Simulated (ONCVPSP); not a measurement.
## Pseudopotential generation for Ca (Z = 20): ONCV, PBE, scalar-relativistic.

ONCVPSP 4.0.1 was run on this input:

```
# ATOM AND REFERENCE CONFIGURATION
# atsym  z   nc   nv     iexc    psfile
  Ca 20.00    3    3        4      upf
#
#   n    l    f
    1    0    2.00
    2    0    2.00
    2    1    6.00
    3    0    2.00
    3    1    6.00
    4    0    2.00
#
# PSEUDOPOTENTIAL AND OPTIMIZATION
# lmax
    2
#
#   l,   rc,      ep,       ncon, nbas, qcut
    0    1.50    0.00    5    9    8.30
    1    1.30    0.00    4    7    6.70
    2    1.40    0.02    4    8    7.40
#
# LOCAL POTENTIAL
# lloc, lpopt,  rc(5),   dvloc0
    4    2    1.15    0.00
#
# VANDERBILT-KLEINMAN-BYLANDER PROJECTORs
# l, nproj, debl
    0    2    2.70
    1    2    1.60
    2    1    2.70
#
# MODEL CORE CHARGE
# icmod, fcfact, rcfact
    3    4.25    1.40
#
# LOG DERIVATIVE ANALYSIS
# epsh1, epsh2, depsh
   -3.00    5.00    0.02
#
# OUTPUT GRID
# rlmax, drl
    6.00    0.01
#
# TEST CONFIGURATIONS
# ncnf
    4
# nvcnf
#   n    l    f
    3
    3    0    2.00
    3    1    6.00
    4    0    1.00
#
    3
    3    0    2.00
    3    1    6.00
    4    0    0.00
#
    3
    3    0    2.00
    3    1    6.00
    4    0    1.50
#
    4
    3    0    2.00
    3    1    6.00
    4    0    1.00
    4    1    1.00
#
```

Command:

```bash
oncvpsp.x < Ca.dat > Ca.out
```

Output (shortened: citation, most of the input echo, consistency checks and plot data are left out):

```
ONCVPSP  (Optimized Norm-Conservinng Vanderbilt PSeudopotential)
scalar-relativistic version 4.0.1

#   n    l    f        energy (Ha)
    1    0    2.00    -1.4513812E+02
    2    0    2.00    -1.5227844E+01
    2    1    6.00    -1.2301412E+01
    3    0    2.00    -1.7305906E+00
    3    1    6.00    -1.0292782E+00
    4    0    2.00    -1.3841232E-01

Reference configufation results
  iterations    22
  all-electron total energy (Ha)   -6.80325146D+02

Begin loop to  construct optimized pseudo wave functions
and semi-local pseudopoentials for all angular momenta

Calculating optimized projector #   1

 for l=   0

    Fraction of norm inside rc  0.809597
    Optimizing pswf for qcut=   8.31 a_B^-1,  ecut=  34.52 Ha
    Residual kinetic energy error=  1.04D-05 Ha

    Energy error per electron        Cutoff
         Ha          eV             Ha
         0.01000     0.27211       19.35
         0.00100     0.02721       25.38
         0.00010     0.00272       30.01
         0.00001     0.00027       35.49

Calculating optimized projector #   2

 for l=   0

    Fraction of norm inside rc  0.032410
    Optimizing pswf for qcut=   8.31 a_B^-1,  ecut=  34.52 Ha
    Residual kinetic energy error=  1.61D-06 Ha

    Energy error per electron        Cutoff
         Ha          eV             Ha
         0.01000     0.27211       11.81
         0.00100     0.02721       20.23
         0.00010     0.00272       26.24
         0.00001     0.00027       30.97

   Wellstate for l =  1  n =  4
     eigenvalue =   0.5707
     asymptotic potential =   1.0707
     half-point radius =  2.9944

Calculating optimized projector #   1

 for l=   1

    Fraction of norm inside rc  0.585059
    Optimizing pswf for qcut=   6.70 a_B^-1,  ecut=  22.47 Ha
    Residual kinetic energy error=  2.51D-04 Ha

    Energy error per electron        Cutoff
         Ha          eV             Ha
         0.01000     0.27211       10.40
         0.00100     0.02721       13.66
         0.00010     0.00272       44.55
         0.00001     0.00027       84.32

Calculating optimized projector #   2

 for l=   1

    Fraction of norm inside rc  0.112748
    Optimizing pswf for qcut=   6.70 a_B^-1,  ecut=  22.47 Ha
    Residual kinetic energy error=  1.23D-04 Ha

    Energy error per electron        Cutoff
         Ha          eV             Ha
         0.01000     0.27211        9.71
         0.00100     0.02721       13.14
         0.00010     0.00272       23.53
         0.00001     0.00027       51.39

WARNING wellstate: moderately localized bound state found for n= 3 l=  2
WARNING scattering state with energy  0.05000000
WARNING will be used for the first projector

   Wellstate for l =  2  n =  4
     eigenvalue =   0.0500
     asymptotic potential =   0.5500
     half-point radius = 24.3906

Calculating optimized projector #   1

 for l=   2

    Fraction of norm inside rc  0.042951
    Optimizing pswf for qcut=   7.40 a_B^-1,  ecut=  27.41 Ha
    Residual kinetic energy error=  2.89D-04 Ha

    Energy error per electron        Cutoff
         Ha          eV             Ha
         0.01000     0.27211       15.93
         0.00100     0.02721       23.51
         0.00010     0.00272       46.02
         0.00001     0.00027      115.36

Construct Vanderbilt / Kleinmman-Bylander projectors

B matrix Hermiticity error, ll=   0
   1   2    7.9291E-05

  Orthonormal projector coefficients  8.9382E+00  4.7959E-01

B matrix Hermiticity error, ll=   1
   1   2    1.4076E-04

  Orthonormal projector coefficients  1.9362E+00  6.2544E-01

Model core correction analysis
  based on d2Exc/dn_idn_j

d2excae - all-electron derivatives

   -4.043972D-02   -3.647716D-02   -2.250358D-03
   -3.647762D-02   -3.441336D-02   -2.892938D-03
   -2.249775D-03   -2.892103D-03   -2.950312D-02

d2excps - pseudofunction derivatives with no core correction

   -4.211570D-02   -3.830295D-02   -2.406149D-03
   -3.830343D-02   -3.599059D-02   -3.055358D-03
   -2.405599D-03   -3.054545D-03   -2.951501D-02

rms 2nd derivative error    1.157828E-03

rmatch, rhocmatch    0.6256    9.0440

Teter function model core charge with specified parameters

d2excps - pseudofunction derivatives with core correction

   -3.958519D-02   -3.608876D-02   -2.178429D-03
   -3.608923D-02   -3.405080D-02   -2.853449D-03
   -2.177852D-03   -2.852619D-03   -2.949724D-02

rms 2nd derivative error    3.616129E-04

Pseudoatom total energy  -36.824864

Diagnostic tests using Vanderbilt-Kleinman-Bylander pseudopotentials
  1 or more projectors used as specified by nproj input data

   l    rcore       rmatch      e in        delta e   norm test  slope test

   0   1.5073862   1.5531537  -1.7305906  -0.0000040   1.0000854   1.0000948
   0   1.5073862   1.5531537  -0.1384123   0.0000022   1.0000472   1.0000389

   1   1.3057890   1.3454356  -1.0292782  -0.0000101   1.0000771   1.0001059
   1   1.3057890   1.3454356   0.5707218   0.0000047   1.0002126   1.0002126

   2   1.4029712   1.4455685   0.0500000   0.0000053   1.0000023   1.0000023

 Testing for bound ghosts
   n   l    E NL Schr. Eq   E Basis Diag.   E Cutoff

   1   0       -1.730595       -1.730540    153.65
   2   0       -0.138410        0.059478    153.65

   2   1       -1.029288       -1.026871    130.05

   3   2       -0.071470       -0.026678    130.75

 Testing for highly-localized positive-energy ghosts
       l    <radius>/rc     E Basis Diag.   E Cutoff

Test configuration 0

   n   l     f        eae           eps        diff
   1   0  2.0000 -145.13811875
   2   0  2.0000  -15.22784431
   2   1  6.0000  -12.30141192
   3   0  2.0000   -1.73059058   -1.73059457   -3.99D-06
   3   1  6.0000   -1.02927816   -1.02928831   -1.01D-05
   4   0  2.0000   -0.13841232   -0.13841016    2.16D-06

    Total energies and differences
      AE_ref= -6.80325146D+02  AE_tst= -6.80325146D+02  dif=  0.00D+00
      PS_ref= -3.68248644D+01  PS_tst= -3.68248644D+01  dif=  9.95D-14
      PSP excitation error= -9.95D-14

Test configuration 1

   n   l     f        eae           eps        diff
   1   0  2.0000 -145.39686498
   2   0  2.0000  -15.48531520
   2   1  6.0000  -12.55898915
   3   0  2.0000   -1.98421177   -1.98421199   -2.21D-07
   3   1  6.0000   -1.28188040   -1.28188137   -9.78D-07
   4   0  1.0000   -0.32947790   -0.32947453    3.37D-06

    Total energies and differences
      AE_ref= -6.80325146D+02  AE_tst= -6.80093280D+02  dif=  2.32D-01
      PS_ref= -3.68248644D+01  PS_tst= -3.65929926D+01  dif=  2.32D-01
      PSP excitation error= -6.35D-06

Test configuration 2

   n   l     f        eae           eps        diff
   1   0  2.0000 -145.70978685
   2   0  2.0000  -15.79588576
   2   1  6.0000  -12.86974301
   3   0  2.0000   -2.28713139   -2.28712989    1.51D-06
   3   1  6.0000   -1.58241450   -1.58240391    1.06D-05

    Total energies and differences
      AE_ref= -6.80325146D+02  AE_tst= -6.79658898D+02  dif=  6.66D-01
      PS_ref= -3.68248644D+01  PS_tst= -3.61585983D+01  dif=  6.66D-01
      PSP excitation error= -1.82D-05

Test configuration 3

   n   l     f        eae           eps        diff
   1   0  2.0000 -145.26014070
   2   0  2.0000  -15.34936908
   2   1  6.0000  -12.42297836
   3   0  2.0000   -1.85062663   -1.85062891   -2.28D-06
   3   1  6.0000   -1.14892667   -1.14893300   -6.32D-06
   4   0  1.5000   -0.23084974   -0.23084697    2.77D-06

    Total energies and differences
      AE_ref= -6.80325146D+02  AE_tst= -6.80233136D+02  dif=  9.20D-02
      PS_ref= -3.68248644D+01  PS_tst= -3.67328525D+01  dif=  9.20D-02
      PSP excitation error= -2.45D-06

Test configuration 4

   n   l     f        eae           eps        diff
   1   0  2.0000 -145.18940971
   2   0  2.0000  -15.27906604
   2   1  6.0000  -12.35257124
   3   0  2.0000   -1.78066564   -1.78067825   -1.26D-05
   3   1  6.0000   -1.07865884   -1.07867810   -1.93D-05
   4   0  1.0000   -0.16241184   -0.16240953    2.32D-06
   4   1  1.0000   -0.07134874   -0.07134800    7.38D-07

    Total energies and differences
      AE_ref= -6.80325146D+02  AE_tst= -6.80236148D+02  dif=  8.90D-02
      PS_ref= -3.68248644D+01  PS_tst= -3.67358660D+01  dif=  8.90D-02
      PSP excitation error= -5.19D-07
```

The run took about 3.8 s on one core of a shared server CPU.
